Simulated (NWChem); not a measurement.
Molecule: BH2Se2Cl; SMILES ClB([SeH])[SeH]

```xyz
6

B      0.3962     0.0000     0.0000
Cl     2.1543     0.0563     0.0000
Se    -0.5772    -1.6732     0.0000
H      0.6196    -2.5265     0.0000
Se    -0.5342     1.6986     0.0000
H     -1.8908     1.1286     0.0000
```
Atoms are numbered in this order, from 1.

Level: PBE0/def2-SVP (NWChem), optimised geometry, unscaled harmonic frequencies. This build's default masses of Se (78.918 u) and Br (79.917 u) are each other's, which moves their modes by up to 0.6 %.

Q: List the harmonic frequencies with IR intensities, and the thermochemistry.

A: 
| frequency (cm⁻¹) | IR intensity (km/mol) |
|---|---|
| 140 | 0.6 |
| 179 | 0.9 |
| 258 | 17.5 |
| 329 | 0.1 |
| 350 | 0.3 |
| 390 | 0.1 |
| 686 | 38.9 |
| 714 | 52.1 |
| 893 | 156.8 |
| 972 | 152.9 |
| 2452 | 8.7 |
| 2464 | 5.3 |

```json
{
 "zero_point_energy": "14.0 kcal/mol",
 "thermal correction to the enthalpy at 298.15 K (with zero-point energy)": "18.4 kcal/mol",
 "heat capacity Cv": "18.7 cal/(mol K)",
 "entropy at 298.15 K and 1 atm (symmetry number 1)": "82.4 cal/(mol K)",
 "dipole_moment": "0.91 D"
}
```

Rigid rotor and harmonic oscillator.
